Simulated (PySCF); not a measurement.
# Ionisation energy of Ca by level of theory

Ca [Ar] 4s2 (1S) → Ca⁺ [Ar] 4s1 (2S), as a difference of total energies. Calculation: PySCF 2.14, in x2c-QZVPPall with one added diffuse shell each of s, p, d, f type (12s8p5d4f, 89 functions); scalar relativity by spin-free X2C-1e. Correlated levels: valence: [Ar] frozen; valence and next inner shell: [Ne] frozen. The calculations carry no spin-orbit coupling.

| method | ionisation energy (eV) |
| --- | --- |
| UHF | 5.136 |
| LDA | 6.232 |
| PBE | 6.090 |
| PBE0 | 6.013 |
| r2SCAN | 5.834 |
| M06-2X | 6.280 |
| BLYP | 6.076 |
| wB97X | 6.202 |
| PW91 | 6.121 |
| MP2 (valence) | 5.690 |
| SCS-MP2 (valence) | 5.801 |
| MP2 (valence and next inner shell) | 5.967 |
| SCS-MP2 (valence and next inner shell) | 6.021 |

Question: How much does correlation contribute at MP2 (valence and next inner shell)?

Answer: 5.967 − (5.136) = 0.831 eV, measured against UHF.

Errors of the correlated levels include the incompleteness of this basis and the frozen core.

For comparison: 6.113 eV (measured; NIST Atomic Spectra Database, ionization energies).
